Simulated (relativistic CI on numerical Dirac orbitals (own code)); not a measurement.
Method of calculation: Dirac-Coulomb-Breit CI, separate exchange-only KLI orbitals for each configuration, model QED (radiative potential, 1s self-energy scaled to tabulated hydrogen-like ionisation energies), unscaled Slater integrals (own radial code, finite nucleus).

The strongest absorption lines from the ground level of an ion, among the configurations computed and to levels below about 790 eV (vacuum wavelength in nm, gf): 3.5243 (0.067), 3.5547 (0.44), 3.5571 (1.2), 3.6271 (1.1), 4.3532 (0.27), 4.3559 (0.09), 4.7399 (0.21), 5.6594 (0.18).

Which ion is it?
A. La⁴²⁺
B. Pm⁴⁴⁺
C. Tm⁵⁴⁺
D. Pm⁴⁶⁺

D. Pm⁴⁶⁺ has 15 electrons and the ground level 3s2 3p3 2P°_3/2; the strongest line goes to 3s2 3p2 3d 2D_3/2. The pattern of lines fixes the number of electrons, and along that sequence the line energies rise steadily with the charge (about as its square where n changes within one kind of shell, about linearly where n is kept but much faster in heavy ions where fine structure, which grows about as Z⁴, sets the gap, and irregularly where shells cross), which fixes Z. Configurations outside the model, such as inner-shell arrays, can give stronger lines. At this charge energies of transitions that change n are usually good to better than 1 %, and those within a shell (Δn = 0) to a few per cent.

LS names give the leading component of a level, which can be under half, so a name can repeat, a term be missing and a line seem to break the LS rules.
